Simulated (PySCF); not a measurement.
One of the candidates below gave these computed data.

All candidates are C6H6F3P.

- 13C NMR: chemical shifts (computed TMS as zero) by class: 139.7 (1 C), 138.2 (1 C), 131.9 (1 C), 128.5 (1 C), 125.1 (1 C), 16.9 (1 C) ppm [GIAO PBE0/pcSseg-1]
- NMR, other nuclei: isotropic shieldings of nuclei other than C and H, by class: 243 (3 F), 532 (1 P) ppm [GIAO PBE0/pcSseg-1]
- Rotational structure: rotational constants A, B, C: 1.416, 0.988, 0.728 GHz [GFN2-xTB]
- 1H NMR: chemical shifts (computed TMS as zero) by class: 7.32 (1 H), 6.31 (1 H), 6.27 (1 H), 2.75 (3 H) ppm [GIAO PBE0/pcSseg-1]
- Dipole: 3.23 D [PBE0/pcSseg-1]

Gas-phase values; electronic properties from PySCF, density fitting. Levels stand in brackets. Geometry: GFN2-xTB, one conformer, isolated molecule. NMR classes are plain means over equivalent atoms (diastereotopic ones count apart unless rotation or inversion swaps them), as if these changed places fast.

Task: Which candidate is it?
A. `Cp1cccc1C(F)(F)F`
B. `C=CP(C#CC)C(F)(F)F`
C. `C=CC1=C(C)P1C(F)(F)F`
D. `C#CP(CC=C)C(F)(F)F`
E. `FC(F)=C(F)P1C=CCC1`

Result: C. It is `C=CC1=C(C)P1C(F)(F)F`. Numbering: `[CH2:1]=[CH:2][C:3]1=[C:4]([CH3:5])[P:6]1[C:7]([F:8])([F:9])[F:10]`. 6 carbons fall into 6 classes; from least to most shielded: CF3 carbon [C7] (139.7 ppm), terminal =CH2 carbon [C1] (138.2 ppm), fully substituted alkene carbon [C4] (131.9 ppm), alkene CH carbon [C2] (128.5 ppm), fully substituted alkene carbon [C3] (125.1 ppm), allylic carbon [C5] (16.9 ppm). Hydrogen classes from least to most shielded: 1 H on an alkene CH carbon, C2 (7.32 ppm), 1 H on a terminal =CH2 carbon, C1 (6.31 ppm), 1 H on a terminal =CH2 carbon, C1 (6.27 ppm), 3 H on an allylic carbon, C5 (2.75 ppm). The other shieldings belong to: 243 ppm, fluorine of a CF3 group [F8/F9/F10]; 532 ppm, phosphine phosphorus [P6]. The optimised geometry has point group C1 and is an asymmetric top.

The others, at the same levels:
- `Cp1cccc1C(F)(F)F` fails: its computed 13C shifts are 156.3 (1 C), 154.5 (1 C), 146.0 (1 C), 142.5 (1 C), 133.8 (1 C), 12.7 (1 C) ppm, 1H shifts are 7.60 (1 H), 7.42 (1 H), 7.24 (1 H), 1.62 (3 H) ppm and rotational constant A is 1.863 GHz (against 1.416 GHz).
- `C=CP(C#CC)C(F)(F)F` fails: its computed 13C shifts are 140.4 (1 C), 138.5 (1 C), 136.4 (1 C), 119.0 (1 C), 75.1 (1 C), 6.2 (1 C) ppm, 1H shifts are 6.59 (1 H), 6.47 (1 H), 6.43 (1 H), 2.31 (3 H) ppm and smallest rotational constant is 0.659 GHz (against 0.728 GHz).
- `FC(F)=C(F)P1C=CCC1` fails: its computed 13C shifts are 167.9 (1 C), 154.8 (1 C), 142.5 (1 C), 135.1 (1 C), 39.5 (1 C), 25.8 (1 C) ppm, 1H shifts are 6.84 (1 H), 6.49 (1 H), 2.85 (2 H), 2.25 (2 H) ppm and rotational constant A is 1.895 GHz (against 1.416 GHz).
- `C#CP(CC=C)C(F)(F)F` fails: its computed 13C shifts are 140.2 (1 C), 137.8 (1 C), 129.4 (1 C), 104.7 (1 C), 82.7 (1 C), 40.3 (1 C) ppm, 1H shifts are 6.08 (1 H), 5.78 (1 H), 5.59 (1 H), 3.20 (2 H), 2.56 (1 H) ppm and rotational constant A is 1.501 GHz (against 1.416 GHz).

Each candidate is one conformer, not necessarily the lowest. Dipoles, sizes and rotational constants follow the conformer. The torsions of the flexible species, by atom-mapped SMILES:
- `[CH2:1]=[CH:2][C:3]1=[C:4]([CH3:5])[P:6]1[C:7]([F:8])([F:9])[F:10]`: C1–C2–C3–C4 174°, C4–P6–C7–F8 -19°
- `[CH3:1][p:2]1[cH:3][cH:4][cH:5][c:6]1[C:7]([F:8])([F:9])[F:10]`: C5–C6–C7–F8 -146°
- `[CH2:1]=[CH:2][P:3]([C:4]#[C:5][CH3:6])[C:7]([F:8])([F:9])[F:10]`: C1–C2–P3–C4 -25°, C2–P3–C7–F8 52°
- `[CH:1]#[C:2][P:3]([CH2:4][CH:5]=[CH2:6])[C:7]([F:8])([F:9])[F:10]`: C2–P3–C4–C5 -166°, P3–C4–C5–C6 113°, C2–P3–C7–F8 57°

The conformers of `FC(F)=C(F)P1C=CCC1` aren't listed.
